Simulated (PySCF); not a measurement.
C2H5FOSi.
Atom-mapped SMILES: `[F:1]/[CH:2]=[CH:3]/[O:4][SiH3:5]` (hydrogens: H6 on C2; H7 on C3; H8, H9, H10 on Si5)

The calculation used PySCF, PBE0-D3(BJ)/def2-SVP geometry optimisation, gas phase.

**Question.** What internal coordinates does the optimisation give?

**Answer.** 
```json
{"bond": "F1–C2", "length (Å)": "1.334"}
{"bond": "C2=C3", "length (Å)": "1.335"}
{"bond": "C3–O4", "length (Å)": "1.348"}
{"bond": "O4–Si5", "length (Å)": "1.681"}
{"bond": "C2–H6", "length (Å)": "1.095"}
{"bond": "C3–H7", "length (Å)": "1.094"}
{"bond": "Si5–H8, Si5–H9", "length (Å)": "1.494"}
{"bond": "Si5–H10", "length (Å)": "1.484"}
```

Bonds in one row agree within 0.01 Å and their mean is given. A selection of angles:
```json
{"angle": "F1–C2–C3", "degrees": "120.5"}
{"angle": "F1–C2–H6", "degrees": "113.8"}
{"angle": "C3–C2–H6", "degrees": "125.7"}
{"angle": "C2–C3–O4", "degrees": "125.8"}
{"angle": "C2–C3–H7", "degrees": "120.1"}
{"angle": "O4–C3–H7", "degrees": "114.1"}
{"angle": "C3–O4–Si5", "degrees": "128.0"}
{"angle": "O4–Si5–H8", "degrees": "109.9"}
{"angle": "O4–Si5–H10", "degrees": "105.5"}
{"angle": "H8–Si5–H9", "degrees": "108.9"}
{"angle": "H8–Si5–H10", "degrees": "111.3"}
```

Dihedral angles: F1–C2–C3–O4 180° (antiperiplanar); C2–C3–O4–Si5 -2° (synperiplanar).

Of the pairs four or more bonds apart, Si5···H6 is among the closest relative to their van der Waals radii: 2.93 Å, 89 % of the sum of Bondi's values. The 5 heavy atoms lie in one plane (0.006 Å rms). Si5 (oxygen-bound silicon) is distorted tetrahedral (angles from 105.5° to 111.3°).

Point group: Cs (tolerance 0.08 Å). PBE0-D3(BJ)/def2-SVP frequencies: not computed here. One conformer, not necessarily the lowest.
